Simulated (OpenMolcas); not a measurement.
## Pt2+ in MgO

Pt2+ with its 6 nearest oxide ions at 2.106 Å, on the Mg site of MgO (a = 4.2112 Å, distance in the model lattice 2.106 Å). The rest of the host is ab initio model potentials to 7.6 Å and point charges beyond; the distance is set by hand and nothing relaxes. Ligand basis ANO-RCC-VDZP.
```
Pt    0.0000    0.0000    0.0000
O     2.1060    0.0000    0.0000
O     0.0000    2.1060    0.0000
O    -2.1060    0.0000    0.0000
O     0.0000   -2.1060    0.0000
O     0.0000    0.0000    2.1060
O     0.0000    0.0000   -2.1060
```

```
Program             : OpenMolcas 26.06
Method              : CASSCF
Basis               : ANO-RCC-VTZP [8s7p5d3f1g]
Scalar Hamiltonian  : DKH2, point nucleus
Active space        : 8 electrons in 5 orbitals (5d)
State averaging     : 2S+1 = 3 even, 10 roots; 2S+1 = 1 even, 15 roots
Spin-orbit coupling : state interaction with AMFI integrals over the reference wave functions
```

The lowest spin-free states (labels of O, the rotations of Oh), above the lowest:

```
State  Degeneracy  E (cm-1)
  3A2           1       0.0
   1E           2     11466
  1A1           1     21465
  3T2           3     28860
  3T1           3     36690
  1T2           3     39255
  1T1           3     42635
  3T1           3     60208
  1T2           3     69378
   1E           2     69483
  1A1           1     85059
```

The lowest levels with spin-orbit coupling:

| E (cm-1) | Degeneracy | 2S+1 |
| --- | --- | --- |
| 0.0 | 3 | 3 |
| 10834 | 2 | 1 |
| 20703 | 1 | 1 (88 %) |
| 27533 | 2 | 3 |
| 27739 | 3 | 3 |
| 30152 | 3 | 3 |
| 32356 | 1 | 3 |
| 37585 | 3 | 3 (82 %) |
| 38531 | 3 | 3 |
| 39273 | 1 | 3 (88 %) |
| 39656 | 2 | 3 |
| 41229 | 3 | 1 (70 %) |
| 44748 | 3 | 1 |
| 58409 | 1 | 3 |
| 61341 | 3 | 3 |
| 63509 | 2 | 3 |
| 63622 | 3 | 3 (82 %) |
| 72637 | 2 | 1 |
| 72760 | 3 | 1 (86 %) |
| 89003 | 1 | 1 |

Powder χT (cm3 K/mol): 1.33 at 2 K, 1.34 at 10 K, 1.34 at 50 K, 1.34 at 100 K, 1.34 at 200 K, 1.35 at 300 K. The effective moment at 300 K is 2.828 √(χT) = 3.28 μB.

The lowest level has 2S+1 = 3, for which the spin-only value is χT = S(S+1) / 2 = 1.000 cm3 K/mol (g = 2). The computed 1.345 at 300 K differs by +0.345, through orbital momentum, spin-orbit coupling and any other state in reach.

Metal share of the active 5d orbitals (Löwdin): 77, 77, 89, 89, 89 %; Mulliken charge of the metal 0.76.

A least-squares ligand-field fit to the states below 45000 cm-1, each weighted by its degeneracy and with a free common offset, gives 10Dq = 28134 cm-1, B = 751 cm-1 and C = 2537 cm-1 (C/B = 3.38), with an rms deviation of 212 cm-1.

The same method and metal basis give the free ion B = 865 cm-1 (fit to its terms below 60000 cm-1, rms deviation 8 cm-1), so the nephelauxetic ratio is β = 751 / 865 = 0.87; it hangs on how both fits weigh the states, and computed free-ion B values tend to be too large, so β mixes covalency with correlation.

Without dynamic correlation the repulsion within the d shell is too large (B by tens of per cent), so at a given field states of lower spin stand too high. Real 4d8 and 5d8 ions are as a rule square planar and diamagnetic. The least metal-like active orbital is 77 % on the metal (Löwdin) and no ligand orbital is active, so the numbers are rough. With metal d orbitals alone the field can be off either way by tens of per cent. Ligand-to-metal charge-transfer states are missing. With no ligand orbital active B as a rule stays too high, so bands that hang on it stand too high and its fall with covalency is understated. The distance lies 2 % under the 2.154 Å that this model takes as the normal distance (a Shannon-type radius plus a fixed donor radius, weighted with the host); by an R⁻⁵ law this alone changes a d-shell field by about +12 %. No measured value stands beside these numbers; the geometry was set by hand and not optimised.

The RASSCF and RASSI steps took 16 s on 1 thread of AMD EPYC 9R45 96-Core Processor (Zen 5), on a shared host; the integral step is not counted.
